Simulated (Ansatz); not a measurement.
Consider the ligand exchange at the Sn–C bond: `[CH3][SnH2][SiH2]O` + HCl → `O[SiH2][SnH2][Cl]` + CH₄.

Gas-phase electronic energies from Ansatz, PBE0-D4/def2-TZVP geometries. CBS: MP2 limit from def2 TZ/QZ plus the TZ coupled-cluster correction, frozen cores. This one scheme is used for every species. Functionals use def2-TZVPP. def2 core potentials past Kr. For Sn outer-core shells are correlated without core-valence functions, which leaves a few kJ/mol of doubt a bond. Each species was taken in one conformer, which may not be the lowest.

| species | ωB97M-V energy (Eh) |
| --- | --- |
| `[CH3][SnH2][SiH2]O` | -621.89121 |
| HCl | -460.79014 |
| `O[SiH2][SnH2][Cl]` | -1042.23766 |
| CH₄ | -40.49280 |

Work out ΔE.

ΔE = (-1042.23766) + (-40.49280) − (-621.89121) − (-460.79014) = -0.04911 Eh = -128.9 kJ/mol. CCSD(T)/CBS gives -124.1 kJ/mol.

Largest T1 diagnostic among the species: 0.012.

In def2-TZVPP, CCSD(T) changes the Hartree–Fock value by +23.7 kJ/mol (the triples alone add +1.1 kJ/mol) and MP2 by +20.9 kJ/mol.
